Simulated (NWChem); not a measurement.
System: CH3BF2O; SMILES OCB(F)F

Input file for NWChem:

```
start job
memory heap 200 mb stack 900 mb global 1100 mb
geometry units angstroms noautoz
  O      0.119861    -1.949954     0.129512
  C     -0.720988    -0.843540    -0.063680
  B     -0.020556     0.556317     0.012024
  F     -0.710824     1.679727     0.033743
  F      1.297884     0.656675     0.015113
  H      0.958590    -1.772817    -0.308067
  H     -1.277253    -0.888739    -1.028458
  H     -1.515046    -0.874356     0.703792
end
basis spherical
  * library 6-31g*
end
dft
  xc bhlyp
  iterations 150
  vectors input atomic output neutral.movecs
end
task dft energy
charge 1
dft
  odft
  mult 2
  vectors input atomic output cation.movecs
end
task dft energy
```

Coordinates come from a PBE0/def2-SVP optimisation.

Ions are spin-unrestricted doublets at the neutral geometry; other ion states weren't tried.

Predict the main results of this run. (BHandHLYP/6-31G* (spherical d), vertical spin-unrestricted ions.) Quantities: vertical ionisation energy, ΔSCF (eV); −ε(HOMO) (eV).


```json
{
 "vertical ionisation energy, ΔSCF (eV)": "10.72",
 "−ε(HOMO) (eV)": "9.45"
}
```
